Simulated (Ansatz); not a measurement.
Consider the redistribution: `N[SiH2][SbH][OH]` + `[SiH3]C1O[SiH2]1` → `N[SiH2]C1O[SiH2]1` + `[OH][SbH][SiH3]`.

Computed with Ansatz on PBE0-D4/def2-TZVP structures; ΔE is electronic, products minus reactants. CCSD(T)/CBS is the MP2 limit (def2-TZVPP, def2-QZVPP) plus CCSD(T) − MP2 in def2-TZVPP, frozen cores. DFT in def2-TZVPP. def2 core potentials past Kr. For Sb outer-core shells are correlated without core-valence functions, which leaves a few kJ/mol of doubt a bond. One conformer a species, not always the lowest.

Task: Is it downhill or uphill in electronic energy at CCSD(T)/CBS, and by how much? (Best estimate.)

Result: Computed: Downhill: ΔE = -12.1 kJ/mol.

Task: What do these levels give: PBE-D4, CCSD(T)/def2-TZVPP, SCS-MP2/def2-QZVPP, HF/CBS(def2), MP2/CBS(def2), CCSD/CBS(def2)? (Estimate.)

Result: Computed: PBE-D4 -12.1, CCSD(T)/def2-TZVPP -13.2, SCS-MP2/def2-QZVPP -11.2, HF/CBS(def2) -12.2, MP2/CBS(def2) -10.9, CCSD/CBS(def2) -11.8 kJ/mol.

Largest T1 diagnostic among the species: 0.014.
